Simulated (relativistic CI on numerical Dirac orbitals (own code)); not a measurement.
**Hyperfine structure of Tb63+, mass number 159**

Computed by Dirac-Coulomb-Breit CI, separate exchange-only KLI orbitals for each configuration, model QED (radiative potential, 1s self-energy scaled to tabulated hydrogen-like ionisation energies), unscaled Slater integrals (own radial code, finite nucleus).

Configuration list: 1s2, 1s 2s, 1s 2p, 1s 3s, 1s 3p, 1s 3d, 1s 4s, 1s 4p, 1s 4d, 1s 4f, 1s 5s, 1s 5p, 1s 5d, 1s 5f, 1s 5g, 1s 6s, 1s 6p, 1s 6d, 2s2. Levels of other configurations are missing.

Nuclear spin I = 3/2, μ = 2.009 μN, Q = 1.432 b (tables of Stone and Pyykkö). The electronic factors are computed for point nuclear moments, without core polarisation or the Bohr-Weisskopf and QED corrections.

```tsv
Level	E (10³ cm⁻¹)	A (GHz)	B (GHz)
1s 2s 3S_1	359705	76430	-0.0394
1s 2p 3P°_1	360493	70020	-54.9
1s 2p 3P°_2	367591	34070	1690
1s 2p 1P°_1	367940	-32420	891
1s 3s 3S_1	428531	69800	-0.0493
1s 3p 3P°_1	428743	67920	-15
1s 3p 3P°_2	430855	33690	529
1s 3d 3D_2	430930	33630	105
```

Levels with J = 0, under 50 % of one LS term, or S terms without an open s electron are left out. Small factors come from cancelling terms and can be off by tens of per cent or more.

At this charge energies of transitions that change n are usually good to better than 1 %, and those within a shell (Δn = 0) to a few per cent.

Q: Give the hyperfine levels of 1s 2s 3S_1 relative to its centre of gravity.

A: With K = F(F + 1) − I(I + 1) − J(J + 1), E = AK/2 + B[¾K(K + 1) − I(I + 1)J(J + 1)]/[2I(2I − 1)J(2J − 1)]: F = 1/2: -191100, F = 3/2: -76430, F = 5/2: 114600 GHz.

LS names give the leading component of a level, which can be under half, so a name can repeat, a term be missing and a line seem to break the LS rules.
